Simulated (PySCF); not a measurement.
SMILES OB(O)[O][Al]([OH])[OH] (PBE0/def2-SVP optimised geometry):

```
11

B     -1.960    -0.891     0.000
O     -2.699     0.250     0.000
O     -2.630    -2.078     0.000
O     -0.576    -0.891     0.000
Al     0.479     0.443    -0.001
O      2.162     0.356     0.005
O     -0.354     1.927    -0.007
H     -2.153     1.051    -0.002
H     -2.007    -2.810     0.002
H      2.699    -0.436     0.010
H      0.016     2.810    -0.011
```

Calculation: PBE0/def2-TZVP (PySCF).

What are the frontier orbital energies and the dipole moment?

HOMO-2 -9.22 eV, HOMO-1 -9.15 eV, HOMO -8.78 eV, LUMO -0.88 eV, LUMO+1 0.51 eV; dipole moment 4.46 D.

On the same geometry PySCF 2.14.0 with PBE/def2-TZVP gives HOMO-2 -7.52 eV, HOMO-1 -7.38 eV, HOMO -7.07 eV, LUMO -1.73 eV, LUMO+1 -0.29 eV; dipole moment 4.34 D.

Meta-Löwdin charges at PBE0/def2-TZVP: B1 0.57, O2 -0.54, O3 -0.54, O4 -0.69, Al5 1.34, O6 -0.78, O7 -0.79, H8 0.36, H9 0.35, H10 0.36, H11 0.36.
